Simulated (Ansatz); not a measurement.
Molecule: C₄H₁₁Si, net charge 0, doublet state. It need not be the lowest isomer of its formula. SMILES: [CH2][Si](C)(C)C
Structure (B3LYP-D3(BJ)/def2-TZVP (Ansatz, an electronic-structure program) minimum search):
```xyz
16

Si    -0.0251    -0.0143     0.0343
C     -1.2228    -0.5404     1.3439
C      1.1523     1.2651     0.7474
C      0.9291    -1.5148    -0.5737
C     -0.9522     0.7500    -1.4174
H     -1.5540     0.1166     2.1419
H     -1.6856    -1.5221     1.3632
H      1.7324     0.8529     1.5756
H      1.8548     1.6154    -0.0128
H      0.6073     2.1350     1.1214
H      1.5055    -1.9724     0.2330
H      0.2532    -2.2742    -0.9738
H      1.6256    -1.2383    -1.3689
H     -1.6506     0.0370    -1.8602
H     -1.5230     1.6268    -1.1047
H     -0.2522     1.0640    -2.1964
```
Charge 0, spin multiplicity 2.

Computed values are from Ansatz. Valence correlation only, unless marked. Open shells are spin-unrestricted. No spin-orbit coupling. Non-relativistic. Basis-set limits of correlation are two-point, X^-3; Hartree-Fock from the larger set. [CCSD(T)-MP2]/basis is that difference in the basis named.

**Question.** What is the atomisation energy De at RI-MP2/CBS(cc-pV(T+d)Z,cc-pV(Q+d)Z)+[CCSD(T)-MP2]/cc-pV(T+d)Z?

**Answer.** 1434.6 kcal/mol.

**Question.** What is the dipole moment at CCSD(T)/aug-cc-pV(D+d)Z?

**Answer.** 0.05 D.

**Question.** What is the total energy at RI-MP2/CBS(cc-pV(T+d)Z,cc-pV(Q+d)Z)+[CCSD(T)-MP2]/cc-pV(T+d)Z?

**Answer.** -447.8928 Eh.

**Question.** What is the T1 diagnostic at CCSD/cc-pV(T+d)Z?

**Answer.** 0.010.
